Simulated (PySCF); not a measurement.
Au (SMILES [Au+]), charge +1, singlet (core potentials on Au). Base run: MN15/def2-SVP in PySCF.

Here is a job for PySCF.
```python
from pyscf import gto, scf, dft

mol = gto.Mole()
mol.atom = '''
    Au    0.000000    0.000000    0.000000
'''
mol.basis = 'def2-svp'
mol.ecp = {'Au': 'def2-svp'}
mol.charge = 1
mol.spin = 0
mol.verbose = 4
mol.build()

mf = dft.RKS(mol)
mf.xc = 'mn15'
mf.kernel()
mf.analyze()
```

Each row names what was changed in the base input (with any setting that the change needs).

```tsv
change	ΔE vs base (µEh)	grid points	electrons on the grid	outcome
base	0.0	24312	18.00000	converged
grids.becke_scheme = stratmann	0.0	24312	18.00000	converged
grids.level = 2	0.1	15592	18.00000	converged
grids.level = 7	0.1	99344	18.00000	converged
grids.radi_method = mura_knowles	0.1	20600	18.00000	converged
grids.atom_grid = (150, 974)	0.1	75544	18.00000	converged
grids.prune = dft.gen_grid.sg1_prune	-	-	-	input refused
grids.level = 5	0.1	51360	18.00000	converged
grids.prune = dft.gen_grid.treutler_prune	0.0	23016	18.00000	converged
grids.level = 4	0.1	35032	18.00000	converged
grids.atom_grid = (50, 194)	-238	6416	18.00000	converged
```

- grids.prune = dft.gen_grid.sg1_prune: ended with `IndexError: index 79 is out of bounds for axis 0 with size 19`
